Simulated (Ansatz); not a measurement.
# C2H5ClSi: structure from calculated spectroscopic constants

These gas-phase data were calculated for one isomer of C2H5ClSi at PBE0-D3(BJ)/def2-SVP (harmonic, unscaled wavenumbers; equilibrium rotational constants with average atomic masses):

* rotational constants: 6.577, 3.09, 2.156 GHz
* all wavenumbers above 1500 cm⁻¹: 3271, 3164, 2253, 2252, 2240, 1687

Candidates:

(1) `[SiH3]/C=C\Cl`, a singlet
(2) `C=C([SiH3])Cl`, a singlet
(3) `[SiH3]/C=C/Cl`, a singlet

Problem. Which structure fits? Where the bands don't settle it, estimate the moments of inertia from typical bond lengths.

Solution. Candidate (2). The rotational constants decide: (1) would give 9.445, 2.447, 1.989 GHz; (3) would give 33.04, 1.457, 1.418 GHz.

The same quantities for all candidates:

|  | rotational constants (GHz) | wavenumbers above 1500 cm⁻¹ | E above the lowest, PBE0-D3(BJ)/def2-SVP (kcal/mol) |
| --- | --- | --- | --- |
| (1) | 9.445, 2.447, 1.989 | 3222, 3185, 2244, 2240, 2238, 1667 | 0.0 |
| (2) | 6.577, 3.09, 2.156 | 3271, 3164, 2253, 2252, 2240, 1687 | 1.1 |
| (3) | 33.04, 1.457, 1.418 | 3213, 3185, 2240, 2232, 2232, 1667 | 0.1 |

Programs: Ansatz 0.2.0.
